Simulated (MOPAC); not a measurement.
Input for MOPAC: AM1 on C3H10O2 (a complex).

```
AM1 1SCF PRECISE CHARGE=0 THREADS=1
C3H10O2

C      0.13632074 1    -0.07180237 1    -0.24360279 1
O      0.37616137 1     0.91958617 1     0.73599155 1
H      0.78906321 1    -0.94520369 1    -0.12156709 1
H      0.34250758 1     0.37162305 1    -1.21820739 1
H     -0.90467890 1    -0.41821696 1    -0.23988016 1
H      0.20181930 1     0.53538961 1     1.61094881 1
C     -1.07996550 1     0.52620359 1     4.02751253 1
O     -0.05042877 1    -0.14582835 1     3.32395418 1
C      1.17858618 1    -0.16433250 1     4.02859654 1
H     -0.80808042 1     1.56948232 1     4.22458381 1
H     -1.29116243 1     0.02740260 1     4.98014006 1
H     -1.96987410 1     0.49976757 1     3.40177563 1
H      1.53552669 1     0.85267850 1     4.22694080 1
H      1.90251535 1    -0.68176842 1     3.40229498 1
H      1.07432685 1    -0.69743268 1     4.98029220 1
```

Output:

```
*******************************************************************************
 **                                                                           **
 **                              MOPAC v23.2.5                                **
 **                                                                           **
 *******************************************************************************
 ** MOPAC's Digital Object Identifier: https://doi.org/10.5281/zenodo.6511958 **
 **                                                                           **
 ** Please cite the open-source release paper for use of this MOPAC version:  **
 ** J. E. Moussa and J. J. P. Stewart (2026)                                  **
 ** MOPAC: An open-source semiempirical molecular orbital program             **
 ** J. Open Source Softw., 11(119), 8025, https://doi.org/10.21105/joss.08025 **
 *******************************************************************************

                              AM1 CALCULATION RESULTS

 *******************************************************************************
 *  AM1        - The AM1 Hamiltonian to be used
 *
 *
 *
 *                 CHARGE ON SYSTEM = 0
 *
 *
 *
 *  PRECISE    - TIGHTER CRITERIA TO BE USED
 *  1SCF       - DO 1 SCF AND THEN STOP
 *  THREADS=1  - MULTI-THREADING NOT USED
 *  T=         - A TIME OF 172800.0 SECONDS REQUESTED
 *  DUMP=N     - RESTART FILE WRITTEN EVERY 7200.0 SECONDS REQUESTED
 *******************************************************************************
AM1 1SCF PRECISE CHARGE=0 THREADS=1
 C3H10O2

   ATOM   CHEMICAL          X               Y               Z
  NUMBER   SYMBOL      (ANGSTROMS)     (ANGSTROMS)     (ANGSTROMS)

     1       C          0.13632074  *  -0.07180237  *  -0.24360279  *
     2       O          0.37616137  *   0.91958617  *   0.73599155  *
     3       H          0.78906321  *  -0.94520369  *  -0.12156709  *
     4       H          0.34250758  *   0.37162305  *  -1.21820739  *
     5       H         -0.90467890  *  -0.41821696  *  -0.23988016  *
     6       H          0.20181930  *   0.53538961  *   1.61094881  *
     7       C         -1.07996550  *   0.52620359  *   4.02751253  *
     8       O         -0.05042877  *  -0.14582835  *   3.32395418  *
     9       C          1.17858618  *  -0.16433250  *   4.02859654  *
    10       H         -0.80808042  *   1.56948232  *   4.22458381  *
    11       H         -1.29116243  *   0.02740260  *   4.98014006  *
    12       H         -1.96987410  *   0.49976757  *   3.40177563  *
    13       H          1.53552669  *   0.85267850  *   4.22694080  *
    14       H          1.90251535  *  -0.68176842  *   3.40229498  *
    15       H          1.07432685  *  -0.69743268  *   4.98029220  *



          CARTESIAN COORDINATES

    NO.       ATOM           X           Y           Z

     1         C          0.1363     -0.0718     -0.2436
     2         O          0.3762      0.9196      0.7360
     3         H          0.7891     -0.9452     -0.1216
     4         H          0.3425      0.3716     -1.2182
     5         H         -0.9047     -0.4182     -0.2399
     6         H          0.2018      0.5354      1.6109
     7         C         -1.0800      0.5262      4.0275
     8         O         -0.0504     -0.1458      3.3240
     9         C          1.1786     -0.1643      4.0286
    10         H         -0.8081      1.5695      4.2246
    11         H         -1.2912      0.0274      4.9801
    12         H         -1.9699      0.4998      3.4018
    13         H          1.5355      0.8527      4.2269
    14         H          1.9025     -0.6818      3.4023
    15         H          1.0743     -0.6974      4.9803

  H: (AM1): M.J.S. DEWAR ET AL, J. AM. CHEM. SOC. 107 3902-3909 (1985)
  C: (AM1): M.J.S. DEWAR ET AL, J. AM. CHEM. SOC. 107 3902-3909 (1985)
  O: (AM1): M.J.S. DEWAR ET AL, J. AM. CHEM. SOC. 107 3902-3909 (1985)

           Empirical Formula: C3 H10 O2  =    15 atoms



      MOLECULAR POINT GROUP   :   Cs


      RHF CALCULATION, NO. OF DOUBLY OCCUPIED LEVELS = 17


 -------------------------------------------------------------------------------
 AM1 1SCF PRECISE CHARGE=0 THREADS=1
 C3H10O2



     1SCF WAS SPECIFIED, SO BFGS WAS NOT USED
     SCF FIELD WAS ACHIEVED


                              AM1 CALCULATION
                                                       MOPAC v23.2.5 Linux




          FINAL HEAT OF FORMATION =       -107.83010 KCAL/MOL =    -451.16115 KJ/MOL


          COSMO AREA              =        137.47 SQUARE ANGSTROMS
          COSMO VOLUME            =        122.16 CUBIC ANGSTROMS

          IONIZATION POTENTIAL    =         10.687771 EV
          HOMO LUMO ENERGIES (EV) =        -10.688  2.783
          NO. OF FILLED LEVELS    =         17
          MOLECULAR WEIGHT        =         78.1108         POINT GROUP:  Cs

          MOLECULAR DIMENSIONS (Angstroms)

            Atom       Atom       Distance
            H    11    H     4     6.41926
            H    12    H    14     3.94233
            H    10    H     5     2.48893


          SCF CALCULATIONS        =          1





   ATOM   CHEMICAL          X               Y               Z
  NUMBER   SYMBOL      (ANGSTROMS)     (ANGSTROMS)     (ANGSTROMS)

     1       C          0.13632074  *  -0.07180237  *  -0.24360279  *
     2       O          0.37616137  *   0.91958617  *   0.73599155  *
     3       H          0.78906321  *  -0.94520369  *  -0.12156709  *
     4       H          0.34250758  *   0.37162305  *  -1.21820739  *
     5       H         -0.90467890  *  -0.41821696  *  -0.23988016  *
     6       H          0.20181930  *   0.53538961  *   1.61094881  *
     7       C         -1.07996550  *   0.52620359  *   4.02751253  *
     8       O         -0.05042877  *  -0.14582835  *   3.32395418  *
     9       C          1.17858618  *  -0.16433250  *   4.02859654  *
    10       H         -0.80808042  *   1.56948232  *   4.22458381  *
    11       H         -1.29116243  *   0.02740260  *   4.98014006  *
    12       H         -1.96987410  *   0.49976757  *   3.40177563  *
    13       H          1.53552669  *   0.85267850  *   4.22694080  *
    14       H          1.90251535  *  -0.68176842  *   3.40229498  *
    15       H          1.07432685  *  -0.69743268  *   4.98029220  *

                             CARTESIAN COORDINATES

   1    C        0.136320740    -0.071802370    -0.243602790
   2    O        0.376161370     0.919586170     0.735991550
   3    H        0.789063210    -0.945203690    -0.121567090
   4    H        0.342507580     0.371623050    -1.218207390
   5    H       -0.904678900    -0.418216960    -0.239880160
   6    H        0.201819300     0.535389610     1.610948810
   7    C       -1.079965500     0.526203590     4.027512530
   8    O       -0.050428770    -0.145828350     3.323954180
   9    C        1.178586180    -0.164332500     4.028596540
  10    H       -0.808080420     1.569482320     4.224583810
  11    H       -1.291162430     0.027402600     4.980140060
  12    H       -1.969874100     0.499767570     3.401775630
  13    H        1.535526690     0.852678500     4.226940800
  14    H        1.902515350    -0.681768420     3.402294980
  15    H        1.074326850    -0.697432680     4.980292200


           Empirical Formula: C3 H10 O2  =    15 atoms



      MOLECULAR POINT GROUP   :   Cs


                  EIGENVALUES
 -39.23277 -37.15418 -29.24557 -26.89283 -26.43413 -18.15541 -17.45675 -16.81572
 -16.48470 -15.00632 -14.90497 -13.58315 -13.09277 -12.65754 -12.06216 -10.91779
 -10.68777   2.78262   3.95916   4.08397   4.14920   4.26367   4.36762   4.52889
   4.58252   4.60772   4.67438   5.13381   5.91423   6.95255


              NET ATOMIC CHARGES AND DIPOLE CONTRIBUTIONS

  ATOM NO.   TYPE          CHARGE      No. of ELECS.   s-Pop       p-Pop
    1          C          -0.056573        4.0566     1.22023     2.83634
    2          O          -0.352336        6.3523     1.86970     4.48264
    3          H           0.044647        0.9554     0.95535
    4          H           0.082953        0.9170     0.91705
    5          H           0.045001        0.9550     0.95500
    6          H           0.223239        0.7768     0.77676
    7          C          -0.069904        4.0699     1.22725     2.84265
    8          O          -0.288432        6.2884     1.87292     4.41551
    9          C          -0.070280        4.0703     1.22733     2.84295
   10          H           0.062545        0.9375     0.93746
   11          H           0.059544        0.9405     0.94046
   12          H           0.098455        0.9015     0.90154
   13          H           0.062858        0.9371     0.93714
   14          H           0.098696        0.9013     0.90130
   15          H           0.059586        0.9404     0.94041
 DIPOLE           X         Y         Z       TOTAL
 POINT-CHG.    -0.183    -0.577     1.284     1.419
 HYBRID        -0.121    -0.326     0.660     0.746
 SUM           -0.304    -0.903     1.944     2.165


          ATOMIC ORBITAL ELECTRON POPULATIONS

     Atom    s        px        py        pz
    1  C   1.22023   0.98408   0.91964   0.93262
    2  O   1.86970   1.91515   1.36910   1.19838
    3  H   0.95535
    4  H   0.91705
    5  H   0.95500
    6  H   0.77676
    7  C   1.22725   0.90914   0.96137   0.97214
    8  O   1.87292   1.20178   1.76979   1.44394
    9  C   1.22733   0.86103   1.00983   0.97208
   10  H   0.93746
   11  H   0.94046
   12  H   0.90154
   13  H   0.93714
   14  H   0.90130
   15  H   0.94041

 **********************
 *                    *
 * JOB ENDED NORMALLY *
 *                    *
 **********************




 == MOPAC DONE ==
```

The run finished.

Cost: about 0.04 core-seconds (a rough figure).
